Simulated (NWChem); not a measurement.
System: BeHOBr; SMILES [Be]([Br])[OH]

```xyz
4

Be     0.0014     1.1598     0.0000
Br     0.0050    -0.8114     0.0000
O      0.0554     2.5658     0.0000
H     -0.6232     3.2323     0.0000
```
Atoms are numbered in this order, from 1.

Geometry: optimised at PBE0-D3(BJ)/def2-TZVP.

Symmetry labels are those of Cs in the frame above (b1 and b2, or b-type labels, depend on it).

Question: List the 6 lowest vertical singlet excitations and the 6 lowest triplet ones from B3LYP/def2-SVP, TDA (NWChem).

Answer: 
```json
[
 {"state": "S1", "energy (eV)": "6.62", "oscillator strength": "0.023", "symmetry": "a\"", "leading excitation (squared amplitude)": "HOMO → LUMO (0.99)"},
 {"state": "S2", "energy (eV)": "6.72", "oscillator strength": "0.043", "symmetry": "a'", "leading excitation (squared amplitude)": "HOMO−1 → LUMO (0.99)"},
 {"state": "S3", "energy (eV)": "7.31", "oscillator strength": "0.001", "symmetry": "a\"", "leading excitation (squared amplitude)": "HOMO → LUMO+1 (0.99)"},
 {"state": "S4", "energy (eV)": "7.54", "oscillator strength": "0.004", "symmetry": "a'", "leading excitation (squared amplitude)": "HOMO−1 → LUMO+1 (0.61)"},
 {"state": "S5", "energy (eV)": "7.72", "oscillator strength": "0.000", "symmetry": "a\"", "leading excitation (squared amplitude)": "HOMO−1 → LUMO+2 (0.98)"},
 {"state": "S6", "energy (eV)": "7.85", "oscillator strength": "0.115", "symmetry": "a\"", "leading excitation (squared amplitude)": "HOMO−2 → LUMO (0.97)"},
 {"state": "T1", "energy (eV)": "6.39", "oscillator strength": "spin-forbidden", "symmetry": "a\"", "leading excitation (squared amplitude)": "HOMO → LUMO (0.98)"},
 {"state": "T2", "energy (eV)": "6.46", "oscillator strength": "spin-forbidden", "symmetry": "a'", "leading excitation (squared amplitude)": "HOMO−1 → LUMO (0.98)"},
 {"state": "T3", "energy (eV)": "7.03", "oscillator strength": "spin-forbidden", "symmetry": "a'", "leading excitation (squared amplitude)": "HOMO−1 → LUMO+1 (0.91)"},
 {"state": "T4", "energy (eV)": "7.15", "oscillator strength": "spin-forbidden", "symmetry": "a\"", "leading excitation (squared amplitude)": "HOMO → LUMO+1 (0.94)"},
 {"state": "T5", "energy (eV)": "7.33", "oscillator strength": "spin-forbidden", "symmetry": "a'", "leading excitation (squared amplitude)": "HOMO → LUMO+2 (0.90)"},
 {"state": "T6", "energy (eV)": "7.38", "oscillator strength": "spin-forbidden", "symmetry": "a\"", "leading excitation (squared amplitude)": "HOMO−2 → LUMO (0.95)"}
]
```
